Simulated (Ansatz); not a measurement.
Task: Predict a relaxed structure of Zn3O3, charge 0, singlet, at r2SCAN-D4/def2-SVP (Ansatz).

Result: 
Cartesian coordinates in Å:
```
Zn 1.178 0.731 -0.584
Zn -0.795 -0.949 -0.854
Zn -0.383 0.219 1.438
O 0.511 -0.292 -1.920
O -1.573 -0.976 0.780
O 1.062 1.267 1.140
```
Point group D3h (tolerance 0.1 Å). This is one stationary point.

The structure comes from a short search, and lower isomers may exist.
